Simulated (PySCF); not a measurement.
# Field gradients at the hydrogen positions

Compound: C6H12N2Si.
SMILES with atom numbers: `[CH2:1]=[N:2][SiH2:3][C:4]([CH3:5])([CH3:6])[CH2:7][C:8]#[N:9]` (hydrogens: H10, H11 on C1; H12, H13 on Si3; H14, H15, H16 on C5; H17, H18, H19 on C6; H20, H21 on C7)

Cartesian coordinates in Å at the GFN2-xTB level; atoms count from 1:
```
atom  x, y, z in Å
C1     3.131    0.092   -0.642
N2     2.103   -0.545   -0.333
Si3    0.952   -0.427    0.943
C4    -0.711   -0.229   -0.001
C5    -1.833    0.089    0.983
C6    -1.047   -1.514   -0.756
C7    -0.613    0.913   -1.033
C8    -0.219    2.155   -0.429
N9     0.099    3.139    0.060
H10    3.536    0.935   -0.077
H11    3.684   -0.193   -1.535
H12    1.018   -1.748    1.564
H13    1.091    0.642    1.934
H14   -1.647    1.031    1.495
H15   -1.915   -0.695    1.732
H16   -2.791    0.167    0.466
H17   -1.959   -1.393   -1.343
H18   -0.238   -1.790   -1.429
H19   -1.201   -2.332   -0.057
H20   -1.579    1.061   -1.528
H21    0.129    0.657   -1.796
```

Level: PBE0/pcSseg-1 (PySCF, non-relativistic); Q(2H) = 0.00286 b; rigid geometry, the same for H and D, with no vibrational averaging.

Question: Rank these positions by the coupling χzz of a deuteron there, largest first.
A. H10 (hydrogen on a C=N carbon)
B. H17 (methyl hydrogen)
C. H13 (Si–H hydrogen)

Answer: B (208 kHz), A (199 kHz), C (106 kHz).

Question: What are Vzz, η and χzz (234.96 MHz × Q × Vzz) at all hydrogens?

Answer: 
```json
{"atom": "H10", "bonded to": "C1", "bond length (Å)": "1.092", "Vzz (au)": "0.2969", "η": "0.03", "χzz (kHz)": "199"}
{"atom": "H11", "bonded to": "C1", "bond length (Å)": "1.088", "Vzz (au)": "0.3069", "η": "0.01", "χzz (kHz)": "206"}
{"atom": "H12", "bonded to": "Si3", "bond length (Å)": "1.461", "Vzz (au)": "0.1640", "η": "0.01", "χzz (kHz)": "110"}
{"atom": "H13", "bonded to": "Si3", "bond length (Å)": "1.465", "Vzz (au)": "0.1584", "η": "0.03", "χzz (kHz)": "106"}
{"atom": "H14", "bonded to": "C5", "bond length (Å)": "1.088", "Vzz (au)": "0.3080", "η": "0.02", "χzz (kHz)": "207"}
{"atom": "H15", "bonded to": "C5", "bond length (Å)": "1.088", "Vzz (au)": "0.3142", "η": "0.03", "χzz (kHz)": "211"}
{"atom": "H16", "bonded to": "C5", "bond length (Å)": "1.091", "Vzz (au)": "0.3088", "η": "0.03", "χzz (kHz)": "207"}
{"atom": "H17", "bonded to": "C6", "bond length (Å)": "1.091", "Vzz (au)": "0.3089", "η": "0.03", "χzz (kHz)": "208"}
{"atom": "H18", "bonded to": "C6", "bond length (Å)": "1.088", "Vzz (au)": "0.3106", "η": "0.01", "χzz (kHz)": "209"}
{"atom": "H19", "bonded to": "C6", "bond length (Å)": "1.087", "Vzz (au)": "0.3145", "η": "0.03", "χzz (kHz)": "211"}
{"atom": "H20", "bonded to": "C7", "bond length (Å)": "1.096", "Vzz (au)": "0.2932", "η": "0.04", "χzz (kHz)": "197"}
{"atom": "H21", "bonded to": "C7", "bond length (Å)": "1.094", "Vzz (au)": "0.2943", "η": "0.04", "χzz (kHz)": "198"}
```

Question: Average by the element that carries the hydrogen.

Answer: on C: 205 kHz over 10 positions, mean bond length 1.090 Å; on Si: 108 kHz over 2 positions, mean bond length 1.463 Å.

Question: How does χzz go with the bond length over the 10 C–H bonds?

Answer: A straight-line fit has a slope of -15.4 kHz for each 0.01 Å, with a correlation coefficient of -0.90, over lengths from 1.087 to 1.096 Å. The longer bonds have the smaller couplings here.

Isolated species at its GFN2-xTB geometry (one conformer only). GFN2-xTB bond lengths can be off by several hundredths of an ångström, more for odd bonds, and the gradients follow them. The basis is small and wasn't made for field gradients, so the couplings can be 20 % off.
